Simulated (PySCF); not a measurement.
Zr(OH)2(NH2)2 (H6N2O2Zr), SMILES [Zr]([OH])([NH2])([NH2])[OH], multiplicity 1.

Coordinates come from a PBE0-D3(BJ)/def2-SVP optimisation. The multiplicity is an assumed one; no other spin state was optimised. The structure was generated by enumeration; whether it is a known compound was not checked. The def2 effective core potentials stand for the cores of Zr; spin–orbit coupling is left out. Other conformers were not sampled.

Two levels are set side by side: TDA-PBE/def2-SVPD (PySCF) and TDA-CAM-B3LYP/def2-SVPD (PySCF). Vertical, same geometry. The lowest singlet is HOMO→LUMO 99 % with PBE and HOMO→LUMO+2 70 %, HOMO→LUMO+3 17 %, HOMO→LUMO 11 % with the other functional; states are paired by order. Differences are taken from unrounded values.

```
quantity                              TDA-PBE
------------------------------------  -------
lowest singlet excitation (eV)           4.42
lowest triplet excitation (TDA) (eV)     4.33
```

Task: These are the TDA-PBE values. What does TDA-CAM-B3LYP give? (The exact figures need the calculation; the answer reports its results.)

Result: 
```
quantity                              TDA-CAM-B3LYP  TDA-PBE minus TDA-CAM-B3LYP
------------------------------------  -------------  ---------------------------
lowest singlet excitation (eV)                 5.37                        -0.95
lowest triplet excitation (TDA) (eV)           5.26                        -0.92
```

A lower first singlet is the usual sign of a functional without exact exchange. Differences between two approximate levels are no errors against the true value.

Rough cost on one machine, each run with all the roots and properties that it gave: TDA-CAM-B3LYP against TDA-PBE about 5 times.
